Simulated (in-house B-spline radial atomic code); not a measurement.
**Mg⁵⁺: [He] 2s2 2p3**

All numbers are computed (non-relativistic BHandHLYP, spin-polarised, spherical fractional occupations, exact exchange averaged over the configuration; point nucleus) with an all-electron radial atomic-structure program (B-spline basis), not measured.

Z_r = [3n² - l(l+1)]/(2<r>); Z_e = n√(-2ε); the last column is Slater's effective charge. Values are occupation-weighted means over spin.

```tsv
shell	electrons	ε (eV)	<r> (bohr)	Z_r	Z_e	Slater
1s	2	-1441.5	0.1304	11.50	10.29	11.70
2s	2	-203.2	0.63	9.52	7.73	8.90
2p	3	-178.83	0.5693	8.78	7.25	8.90
```

The least bound orbital is 2p up at -178.8 eV, while the most diffuse is 2s down (<r> = 0.6381 bohr against 0.5693 bohr): energy order and size order differ.

The density falls to 0.001 bohr⁻³ at 1.76 bohr; Σ<r²> = 2.1787 bohr² gives, by the non-relativistic formula and without the paramagnetism of open shells, a Langevin diamagnetic susceptibility of -1.726×10⁻⁶ cm³/mol.
